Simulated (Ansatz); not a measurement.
Total energies of Hf₃N₃ from Ansatz at r2SCAN-D4/def2-TZVP, gas phase (1 Eh = 27.2114 eV = 2625.5 kJ/mol). The reference geometry is relaxed at PBE0-D4/def2-SVP.

```xyz
6

Hf    0.123    0.678    1.260
Hf   -1.024    0.462   -1.336
Hf    1.619   -0.604   -0.697
N     0.562   -1.415    0.813
N    -0.841    1.817   -0.009
N    -0.439   -0.939   -0.031
```

```
                 state                     geometry  energy (Eh)
      charge 0 doublet                    reference   -308.33129
      charge 1 singlet                    reference   -308.13279
      charge 0 quartet  relaxed at PBE0-D4/def2-SVP   -308.32087
free Hf atom (triplet)                            –    -47.87064
 free N atom (quartet)                            –    -54.58101
```

In the def2 sets Hf takes a core potential; there is no spin–orbit coupling.

**Question.** Work out the vertical ionisation energy to the singlet.

**Answer.** E(charge 1 singlet) − E(charge 0 doublet) = -308.13279 − (-308.33129) = 0.19850 Eh = 5.40 eV. For comparison, −ε of the highest occupied level of the spin that leaves is 3.58 eV at this level, 1.82 eV less.

**Question.** Which of the charge 0 states is lowest, and how far above it are the others?

**Answer.** The doublet. quartet: -308.32087 − (-308.33129) = 0.01042 Eh = 27.4 kJ/mol.

**Question.** What is the binding energy per atom against free atoms?

**Answer.** Atoms: 3 × (-47.87064) + 3 × (-54.58101) = -307.35495 Eh. Binding: -307.35495 − (-308.33129) = 0.97634 Eh = 26.57 eV, or 4.43 eV for each of 6 atoms (no zero-point energy, no counterpoise term).

At r2SCAN-D4/def2-TZVP the charge 0 doublet is spin-contaminated (final ⟨S²⟩ up to 1.00, 0.75 for a pure state). The restricted singlet is unstable towards broken spin symmetry in Hartree–Fock (as tested in another run); at r2SCAN-D4/def2-TZVP this wasn't settled. 

The structure comes from a short search, and lower isomers may exist.
